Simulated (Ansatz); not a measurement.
The cluster VSe2, relaxed as a doublet with UKS PBE-D4/def2-TZVP in Ansatz, starting from the GFN1-xTB geometry. Force threshold 0.02 eV/Å.

The structure comes from a short search, and lower isomers may exist.

Start:

```xyz
3

V    -0.174    0.741    0.019
Se   -0.728   -0.520   -1.650
Se    0.903   -0.220    1.631
```

```tsv
step	energy (eV)	largest force component (eV/Å)	SCF passes
1	-156363.0262	0.524	56
2	-156363.0497	0.207	34
3	-156363.0525	0.022	27
4	-156363.0525	0.003	21
```

Force components are those of the run's own axes.

End:

```xyz
3

V    -0.1887    0.8014    0.0205
Se   -0.7016   -0.5472   -1.6115
Se    0.8903   -0.2542    1.5911
```

By distances, no bond broke or formed. The bond that changes most is V1–Se2, from 2.16 to 2.18 Å (atoms count from 1).

No frequencies were taken in this run, so the end may be a saddle point.

Run time 25 s (2 threads of AMD EPYC 7R43 on a shared host).
